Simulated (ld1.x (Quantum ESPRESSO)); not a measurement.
**Li (Z = 3): variants of one TM potential**

Base potential:

```json
{"Element": "Li", "Generator": "ld1.x (Quantum ESPRESSO) 7.5", "Type": "norm-conserving Troullier–Martins (Kleinman–Bylander form)", "Functional": "revPBE", "Relativity": "non-relativistic", "Frozen core": "none", "Valence charge": "3", "Reference configuration": "1s2 2s1 2p0", "Partial waves": "1s (bound): rc 0.45 bohr; 2p (bound, empty): rc 4.20 bohr", "Local potential": "the p channel", "Core correction": "none"}
```

Occupied shells without a wave of their own: 2s. They enter only through the test configuration that unscreens the potential.

Cutoffs, loose and tight: the cutoffs (Ry, on a coarse ladder) from which the occupation-weighted sum of valence levels, in a spherical-Bessel basis at the reference potential, stays within 10 and 1 mRy of its value at 400 Ry. They do not see the model core or the augmentation charge, which bear on the density cutoff. Test errors are all-electron minus pseudo excitation energies from the reference, over the configurations 1s2 2s0 2p0; 1s2 2s0.5 2p0; 1s2 2s0 2p1; 1s1 2s1 2p0. A dash means not determined; rows that change the core or the reference have their own tests.

Cutoffs are not given where the Bessel-basis levels miss the radial ones by over 6 mRy, ghosts where they miss by over 20 mRy; a channel whose overlap is not positive is not tested.

| change | outcome | cutoff, loose | cutoff, tight | bound ghosts | largest test error (meV) |
| --- | --- | --- | --- | --- | --- |
| base | generated, misses its reference levels by 0.21 eV | 300 Ry | over 300 Ry | none | -441 |
| all radii scaled by about 0.83 (s 0.38, p 3.50 bohr) | generated, misses its reference levels by 0.17 eV | over 300 Ry | over 300 Ry | none | -276 |
| all radii scaled by about 0.95 (s 0.42, p 3.98 bohr) | generated, misses its reference levels by 0.20 eV | over 300 Ry | over 300 Ry | none | -384 |
| all radii scaled by about 1.10 (s 0.50, p 4.62 bohr) | generated, misses its reference levels by 0.21 eV | 260 Ry | 300 Ry | none | -554 |
| all radii scaled by about 1.21 (s 0.54, p 5.10 bohr) | generated, misses its reference levels by 0.21 eV | 230 Ry | 300 Ry | none | -653 |
| all radii scaled by about 1.28 (s 0.58, p 5.36 bohr) | generated, misses its reference levels by 0.21 eV | 200 Ry | over 300 Ry | none | -679 |

Task: What comes out with this change to the base: all radii scaled by about 0.77 (s 0.34, p 3.22 bohr)?

Result: outcome: generated, misses its reference levels by 0.15 eV; bound ghosts: none; largest test error (meV): -252.

Task: What comes out with this change to the base: all radii scaled by about 1.38 (s 0.62, p 5.78 bohr)?

Result: outcome: generated, misses its reference levels by 0.19 eV; cutoff, loose: 180 Ry; cutoff, tight: over 300 Ry; bound ghosts: none; largest test error (meV): -712.

Reading the sweep of the scale of all radii (base = 1) (base included, trends over the rows without a ghost): The loose cutoff falls from 300 Ry at 1 to 180 Ry at 1.38. A larger radius leaves more room for a smooth pseudo-wave, so fewer plane waves are needed; a smaller one forces it to follow the all-electron wave where it bends sharply. The median size of the test errors (rows with all tests solved) is not monotonic: lowest 161.5 meV at 0.77, highest 260.2 meV at 1.
